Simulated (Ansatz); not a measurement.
System: H5S, charge 0, multiplicity 2. SMILES: [H][S@OH20]([H])([H])([H])[H]
Geometry: optimised at B3LYP-D3(BJ)/def2-TZVP (Ansatz, a first-principles code).

Wanted: atomisation energy (electronic, to ground-state atoms), in kJ/mol. Cores are frozen in the correlated levels unless marked. Open shells are spin-unrestricted. No spin-orbit coupling. Non-relativistic. The coupled-cluster limit lacks core correlation, which all-electron functionals hold. CBS(X,Y): correlation extrapolated as X^-3; Hartree-Fock from the larger set.

| level | program | atomisation energy (kJ/mol) |
|---|---|---|
| HF/aug-cc-pV(D+d)Z | Ansatz | 505.2 |

### Question
Predict the CCSD(T)/CBS(cc-pV(T+d)Z,cc-pV(Q+d)Z) result (Ansatz).

### Answer
959.8 kJ/mol, so HF/aug-cc-pV(D+d)Z differs from it by -454.6 kJ/mol.
